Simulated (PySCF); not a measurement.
# Energy of Cr²⁺ (chromium, charge +2) between two integer charges

The 3d alpha orbital of [Ar] 3d4 is emptied in steps (occupation f), with all orbitals relaxed, ending at [Ar] 3d3. Calculation: PySCF 2.14, in def2-TZVP; no relativity, point nucleus. The exact energy is a straight line in f; departures are measured from the line between the end points of the same method.

```
  f  UHF (eV)  LDA (eV)  PBE (eV)
  1     0.000     0.000     0.000
0.8     0.318    -1.296    -1.261
0.6     0.463    -1.964    -1.909
0.4     0.449    -1.983    -1.924
0.2     0.290    -1.334    -1.292
  0     0.000     0.000     0.000
```

| method | E(f=0) − E(f=1) (eV) | −ε at f=1 (eV) | −ε at f=0.4 (eV) |
| --- | --- | --- | --- |
| UHF | 29.911 | 31.970 | 29.470 |
| LDA | 32.079 | 24.067 | 33.639 |
| PBE | 31.663 | 23.857 | 33.192 |

Orbital energy along the path (eV):

| f | UHF | LDA | PBE |
| --- | --- | --- | --- |
| 1 | -31.970 | -24.067 | -23.857 |
| 0.8 | -31.053 | -27.150 | -26.876 |
| 0.6 | -30.224 | -30.344 | -29.991 |
| 0.4 | -29.470 | -33.639 | -33.192 |
| 0.2 | -28.780 | -37.024 | -36.464 |
| 0 | -28.147 | -40.487 | -39.794 |

Reference removal energy between the ground levels: 30.959 ± 0.025 eV (measured; NIST Atomic Spectra Database, ionization energies). The calculation has no spin-orbit coupling. The determinant left behind need not be the lowest term of the ion. UHF lacks correlation.
